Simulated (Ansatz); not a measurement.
# Relaxing a trial structure of BClFH2InN

The starting geometry of this gas-phase doublet was optimised with GFN2-xTB.

```xyz
7

B    -2.7556   -1.7368    0.3366
Cl   -1.1842   -1.8955    1.3312
F    -3.8740   -1.6787    1.1281
In   -1.0261   -2.6037   -1.2729
N    -2.5485   -0.6077   -0.6568
H    -2.2704    0.2642   -0.2084
H    -3.4099   -0.4066   -1.1559
```

Where would you expect an optimisation with PBE0-D3(BJ)/def2-SVP to take it?

It falls apart into BClFH2N + In. Distances that change by over a tenth: In4–N5 (2.58 → 3.16 Å). Contacts that open: B1–In4 (2.52 → 3.35 Å), Cl2–In4 (2.70 → 3.43 Å).

The energy falls by 0.50 eV over 19 steps:

```
step  E − E(last) (eV)
   1             0.500
   3             0.221
   5             0.113
   7             0.089
   9             0.044
  11             0.014
  13             0.004
  15             0.000
  17             0.000
  19             0.000
```

Final geometry (Å):

```xyz
7

B    -2.8004   -1.4023    0.6631
Cl   -1.3252   -1.7943    1.5672
F    -3.9424   -1.9563    1.0362
In   -0.8004   -2.6764   -1.7085
N    -2.7361   -0.5350   -0.4291
H    -1.9003   -0.0168   -0.6709
H    -3.5638   -0.2839   -0.9561
```

The end wasn't checked by frequencies. Open shells are spin-unrestricted. Atoms past krypton carry core potentials, without spin–orbit terms. Run with Ansatz 0.2.0, 73 s on 2 threads of Intel(R) Xeon(R) 6975P-C (Granite Rapids) (shared host).
